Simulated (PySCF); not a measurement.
Methylenecyclohexane, C₇H₁₂.
Cartesian coordinates in Å at the GFN2-xTB level; atoms count from 1:
```
atom  x, y, z in Å
C1     2.0057   -1.0782    0.8116
C2     1.0175   -0.5971    0.0767
C3    -0.2458   -1.3586   -0.2002
C4    -1.4556   -0.5567    0.2872
C5    -1.4707    0.8270   -0.3540
C6    -0.1801    1.5739   -0.0338
C7     1.0342    0.7791   -0.5214
H8     2.8988   -0.5085    1.0084
H9     1.9682   -2.0659    1.2402
H10   -0.2185   -2.3338    0.2888
H11   -0.3392   -1.5201   -1.2784
H12   -2.3767   -1.0918    0.0465
H13   -1.4011   -0.4526    1.3732
H14   -2.3289    1.3962    0.0102
H15   -1.5725    0.7243   -1.4373
H16   -0.1892    2.5597   -0.5037
H17   -0.1022    1.7156    1.0466
H18    0.9901    0.6977   -1.6118
H19    1.9562    1.2993   -0.2563
```

Computed, not measured: TDDFT wB97X-D/def2-SVPD, vertical, gas phase, core orbitals frozen in the response (PySCF).

Ground-to-excited transition dipoles (e·a0, same axes as the geometry; the sign carries no meaning), for the states with f of 0.002 or more among the lowest 7:

| state | E (eV) | μx | μy | μz |
| --- | --- | --- | --- | --- |
| S1 | 7.098 | -1.062 | 0.559 | -0.506 |
| S2 | 7.306 | 0.554 | -0.221 | 0.748 |
| S4 | 8.201 | 0.137 | 0.232 | -0.035 |
| S5 | 8.247 | 0.247 | -0.160 | -0.091 |
| S6 | 8.358 | 0.469 | -0.286 | -0.033 |
| S7 | 8.436 | 0.041 | 0.018 | 0.289 |

(1) What oscillator strength does each state have?

(2) What is the point group, and which symmetry does each of these states have?

(3) Which bond between heavy atoms lies closest to the direction of the S1 transition dipole?

(4) What angle do the transition dipoles of S4 and S6 make?

(5) What peak molar absorption coefficient would the strongest computed level give as a lone Gaussian band 0.4 eV wide at half height?

## Answers

(1) f = (2/3) ΔE |μ|² with ΔE in hartree (27.2114 eV).

```tsv
state	|μ|² (au)	|μ| (D)	f
S1	1.696	3.31	0.295
S2	0.915	2.43	0.164
S4	0.074	0.69	0.015
S5	0.095	0.78	0.019
S6	0.303	1.40	0.062
S7	0.086	0.74	0.018
```

(2) Cs. From a totally symmetric ground state, an allowed state transforms like the component of the dipole operator along its μ. Polarised normal to the mirror plane, so A″: S4. Polarised in the mirror plane, so A′: S1, S2, S5, S6 and S7.

(3) C1–C2, at 11° from it; next C6–C7 and C3–C4 at 42°.

(4) |cos θ| = |μa·μb| / (|μa| |μb|) = 0.01, so θ ≈ 90° (taken between 0 and 90°, since the signs are arbitrary).

(5) ε(max) = 2.175×10⁸ f / FWHM, with the width in cm⁻¹. S1: 2.175×10⁸ × 0.2949 / 3226 ≈ 20000 L mol⁻¹ cm⁻¹.

One conformer stands for the species.
